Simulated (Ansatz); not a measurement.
Reaction (ligand exchange at the Si–C bond): `C[SiH2]Cl` + `SS` → `SS[SiH2]Cl` + CH₄

Isolated molecules relaxed with PBE0-D4/def2-TZVP in Ansatz; ΔE leaves out vibrations. CBS: MP2 limit from def2 TZ/QZ plus the TZ coupled-cluster correction, frozen cores. This one scheme is used for every species. Functionals use def2-TZVPP. Each species was taken in one conformer, which may not be the lowest.

**Question.** Is it downhill or uphill in electronic energy at CCSD(T)/CBS, and by how much? (An estimate is asked.)

**Answer.** Computed: Downhill: ΔE = -63.2 kJ/mol.

**Question.** What do these levels give: PBE-D4, B2PLYP, r2SCANh, BHLYP, RPA@PBE/def2-TZVPP, CCSD/CBS(def2)? (Best estimate.)

**Answer.** Computed: PBE-D4 -66.8, B2PLYP -60.3, r2SCANh -62.7, BHLYP -55.0, RPA@PBE/def2-TZVPP -55.9, CCSD/CBS(def2) -59.8 kJ/mol.

Largest T1 diagnostic among the species: 0.011.

Leaving LDA and LC-ωPBE aside and taking each functional with its dispersion term where it has one, the values, not all of them listed here, spread over 9.6 kJ/mol, from revPBE-D4 to ωB97X-V. In def2-TZVPP, CCSD(T) changes the Hartree–Fock value by −8.6 kJ/mol (the triples alone add −3.4 kJ/mol) and MP2 by −15.0 kJ/mol.
